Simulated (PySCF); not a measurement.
C2H8BNO, SMILES CNBOC. Coordinates come from a PBE-D3(BJ)/def2-SVP optimisation. The structure was generated by enumeration, and PubChem lists no compound with its InChIKey, so it may never have been made. The values are those of a single conformer.

Computed with PBE-D3(BJ)/def2-SVP run with PySCF.

Harmonic wavenumbers (cm⁻¹): 116, 156, 171, 186, 301, 323, 551, 602, 851, 937, 975, 1106, 1109, 1122, 1132, 1150, 1233, 1285, 1394, 1412, 1415, 1422, 1426, 1437, 1531, 2547, 2909, 2935, 2975, 2993, 3046, 3071, 3513. Rotational constants (GHz): 15.16, 2.576, 2.266; symmetry number 1.

Question: Work out the zero-point energy and the ideal-gas rigid-rotor harmonic-oscillator thermochemistry at 298.15 K and 1 atm.

Answer: ZPE = ½ Σ hcν = ½ × 47332 cm⁻¹ = 283.11 kJ/mol. H − E(el) = 303.59 kJ/mol. Entropy in J/(mol K): translation 162.24, rotation 107.53, vibration 62.77, total 332.54. G − E(el) = 204.45 kJ/mol. Cp = 103.43 J/(mol K). Modes under 150 cm⁻¹ make the vibrational entropy uncertain.
